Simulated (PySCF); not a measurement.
Atom-mapped SMILES (the numbers label the heavy atoms): `[CH3:1][N:2]([CH3:3])[Si:4]([NH2:5])([C:6]#[N:7])[C:8]#[N:9]` (H(Xn): hydrogen on atom n).

PySCF calculation with σ from GIAO-PBE0/pcSseg-1 and GFN2-xTB structure; gas phase, equivalent nuclei averaged, one conformer, non-relativistic.

Q: List the cross peaks expected in HSQC, COSY and HMBC spectra.

A: 

HSQC (one-bond C–H):
| δH | δC |
| --- | --- |
| 2.87 (H(C1)/H(C3)) | 39.3 (C1/C3) |

HMBC (two and three bonds, from the bond graph):
| δH | δC |
| --- | --- |
| 2.87 (H(C1)/H(C3)) | 39.3 (C1/C3) |

No COSY cross peaks are expected.

δ = σ(ref) − σ, references computed at the same level: TMS for ¹H (σref 31.72), ¹³C (σref 186.93).

OH and NH positions are those of a molecule without intermolecular hydrogen bonds; in solution they move with solvent, concentration and temperature, and exchange usually removes their couplings. Shifts are as computed. Against solution values, carbons near 30 ppm lie about +3 ppm off and those near 130 ppm about +5 ppm. Of 1309 compounds with measured shifts, 239 miss one by over three times the rms of a fit or turn the order of signals round; such compounds aren't used in these exercises.
